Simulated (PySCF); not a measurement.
Run record: geometry optimisation, `IC1=NC=NN1`.

Computed with PBE0-D3(BJ)/def2-SVP geometry optimisation, gas phase, def2 core potentials past Kr (PySCF 2.14.0). Start geometry: GFN2-xTB. A driver script takes a list of jobs; this job's settings line and coordinates (Å) are shown.

Input:
```
{"job": {"xc": "PBE0", "basis": "def2-SVP", "d3": "d3bj", "grid": 1, "maxiter": 30, "shake": 0.01, "kind": "geom"}, "charge": 0, "multiplicity": 1}
I      2.901840    -0.325460    -0.419420
C      0.827270    -0.198420    -0.169970
N     -0.050870    -1.134320    -0.460580
C     -1.177130    -0.574660    -0.110680
N     -1.112290     0.633940     0.357420
N      0.199480     0.894380     0.327720
H     -2.134180    -1.089960    -0.213180
H      0.601020     1.775360     0.636240
```

Output:
```
step   0  E = -538.91546914  max force = 0.052255
step   1  E = -538.91296265  max force = 0.027494
step   2  E = -538.91823382  max force = 0.008567
step   3  E = -538.91882878  max force = 0.012007
step   4  E = -538.91926356  max force = 0.004997
step   5  E = -538.91946502  max force = 0.000550
step   6  E = -538.91947213  max force = 0.000500
step   7  E = -538.91947409  max force = 0.000455
step   8  E = -538.91947579  max force = 0.000127
optimisation converged
```

Energies in Eh; «max force» is the largest Cartesian gradient component in Eh/bohr.

**Question.** How much energy does the optimisation release, in kJ/mol?

**Answer.** E(step 0) − E(last step) = 0.004007 Eh, which is 10.5 kJ/mol.

In short: final energy -538.91948 Eh after 8 steps; dipole 2.39 D.

**Question.** Where do the atoms end?

**Answer.** 0.026 Å rms from the input after alignment:
```
atom  x, y, z in Å
I1     2.1475   -0.3219   -1.9898
C2     0.6718   -0.2104   -0.5424
N3     0.4173   -1.0887    0.3936
C4    -0.6276   -0.5249    1.0508
N5    -1.0228    0.6396    0.5733
N6    -0.1831    0.8292   -0.4470
H7    -1.1118   -0.9883    1.9095
H8    -0.2368    1.6608   -1.0235
```

Time: 47 s; peak memory 0.45 GiB. Hardware: one thread of an Arm Neoverse V2, no GPU, on a shared host.
Labels such as C1 count atoms from 1, the log's own numbers from 0.
